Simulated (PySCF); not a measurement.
P (phosphorus, neutral) across methods

[Ne] 3s1 3p4, high-spin 4P determinant (an excited configuration). All numbers are calculated (PySCF 2.14, no relativity, point nucleus, in dyall-av3z (19s12p3d2f, 84 functions)). The B2PLYP total includes its PT2 part (frozen core); its orbital energies are those of the SCF part.

| method | E (hartree) | mean ε 3s α (eV) | mean ε 3p α (eV) | mean ε 3p β (eV) | Σ⟨r²⟩ (bohr²) | ⟨S²⟩ |
| --- | --- | --- | --- | --- | --- | --- |
| TPSSh | -340.9996 | -16.886 | -7.612 | -5.095 | 31.76 | 3.759 |
| LDA | -339.7114 | -15.653 | -7.010 | -4.745 | 32.13 | 3.758 |
| B2PLYP | -340.8587 | -20.142 | -9.408 | -6.048 | 32.21 | 3.767 |
| PBE | -340.8248 | -15.668 | -6.972 | -4.771 | 31.95 | 3.757 |
| UHF | -340.42890 | -24.391 | -11.882 | -6.476 | 32.98 | 3.797 |
| CAM-B3LYP | -340.9823 | -19.482 | -9.479 | -6.813 | 31.99 | 3.759 |
| r2SCAN | -340.9707 | -16.705 | -7.460 | -4.757 | 31.87 | 3.768 |
| BP86 | -341.0192 | -15.742 | -7.035 | -4.948 | 31.91 | 3.757 |

Task: Estimate the same row for PBE0.

Result: E (hartree) = -340.8518; mean ε 3s α (eV) = -17.934; mean ε 3p α (eV) = -8.284; mean ε 3p β (eV) = -5.535; Σ⟨r²⟩ (bohr²) = 31.83; ⟨S²⟩ = 3.760.
